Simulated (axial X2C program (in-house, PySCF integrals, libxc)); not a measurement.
## PtB: bond constants with and without spin–orbit coupling

Computed with an axial X2C code built on PySCF integrals. Spin-free means the one-electron spin-free X2C Hamiltonian; two-component (2c) means X2C with spin–orbit coupling and atomic mean-field two-electron Coulomb and Gaunt terms, so the difference of the two also holds small scalar two-electron terms. Basis: Pt dyall-cv3z [13s14p9d6f4g], B dyall-v3z [7s6p2d1f] (cores contracted in-house); Gaussian nuclei, density fitting, unrestricted open shells. Masses: Pt 194.965 u, B 11.009 u.

Input:
```json
{"zs": [78, 5], "q": 0, "bas": ["dyall-cv3z", "dyall-v3z"], "levels": ["PBE0", "HF", "B3LYP"], "cc": true, "r0": 2.08, "thr": -2.0, "nmax": 90, "npts": 10, "nst": 2, "ntry": 6}
```
```bash
python so2c.py task.json out
```

Keys: zs atomic numbers; q charge; bas basis sets; levels methods; cc coupled cluster on or off; r0 starting distance in Å; thr threshold in hartree for freezing inner shells (an s shell follows its p shell); nmax most natural virtual spinors; npts points on the curve; nst determinants followed; ntry starts of the search. HF also brings MP2.

State, spin-free: M_S = 1/2, Λ = 0 (beyond evenly filled blocks: σα); electrons by block: σα: 16, σβ: 15, π+α: 8, π+β: 8, π-α: 8, π-β: 8, δ+α: 4, δ+β: 4, δ-α: 4, δ-β: 4, φ+α: 1, φ+β: 1, φ-α: 1, φ-β: 1. Fragments: Pt + B.

State, 2c: Ω = 1/2 (⟨Sz⟩ = 0.50, ⟨Lz⟩ = 0.00 at PBE0); electrons by block: 1/2: 24, -1/2: 23, 3/2: 12, -3/2: 12, 5/2: 5, -5/2: 5, 7/2: 1, -7/2: 1. Fragments: Pt + B.

| Hamiltonian | level | Re (Å) | ωe (cm⁻¹) | ωexe (cm⁻¹) | De (eV) | μ (D) |
| --- | --- | --- | --- | --- | --- | --- |
| spin-free | PBE0 | 1.751 | 929.3 | 4.95 | 5.53 | -1.17 |
| spin-free | HF | 1.773 | 816.6 | 5.81 | 2.53 | -1.41 |
| spin-free | MP2 | 1.727 | 1089.6 | 5.75 | 6.26 | n/a |
| spin-free | CCSD | 1.751 | 933.8 | 5.15 | 5.07 | n/a |
| spin-free | CCSD(T) | 1.759 | 937.0 | 4.57 | n/a | n/a |
| spin-free | B3LYP | 1.759 | 911.6 | 4.99 | 5.42 | -1.08 |
| 2c | PBE0 | 1.752 | 924.7 | 4.96 | 5.24 | -1.18 |
| 2c | HF | 1.776 | 807.4 | 5.94 | 2.22 | -1.45 |
| 2c | MP2 | 1.725 | 1102.7 | 5.9 | 5.87 | n/a |
| 2c | CCSD | 1.752 | 932.2 | 5.25 | 4.71 | n/a |
| 2c | CCSD(T) | 1.759 | 940.7 | 4.56 | n/a | n/a |
| 2c | B3LYP | 1.761 | 906.5 | 5.02 | 5.08 | -1.10 |

Correlated methods: 13 electrons correlated (number of frozen shells: Pt 5 s, 4 p, 2 d, 1 f; B 1 s), 269 virtual spin orbitals or spinors in MP2, 90 natural virtuals in coupled cluster.

Dipoles are positive if B is the positive end.

One determinant describes the state; a PBE0 search over occupations chose it and may have missed a lower one. De is counted from the lowest determinant-based energies of the atoms at the same level, without counterpoise correction. De is not given where an atomic determinant may have missed its ground term or J level, or where the truncated virtual space spoils (T). Density functionals use the spin component along the axis (collinear). Coupled cluster ran in a truncated set of natural virtual spinors; the MP2 energy of the rest was added. (T) has no such correction and the atoms are truncated less, which lowers De at CCSD(T) by a hundredth of an eV or more. In 2c an atomic determinant is not the ground J level, so De misses part of the atomic spin–orbit lowering. This holds for PBE0, MP2, CCSD, B3LYP. The functionals have no current-density term, which raises determinants with orbital currents, atoms included. Some points did not converge and are left out. The determinant is spin-polarised beyond a pure state at some levels (its spin-free form has ⟨S²⟩ too high), which makes Re and μ there less reliable.

Rough cost a point (2c) on 1 thread(s) of a shared host, integrals apart: PBE0 1.1 s, HF 2.5 s, CCSD(T) 10 s, B3LYP 1.2 s.

The whole task took 4.3 min on 1 thread of Arm Neoverse V1, on a shared host.
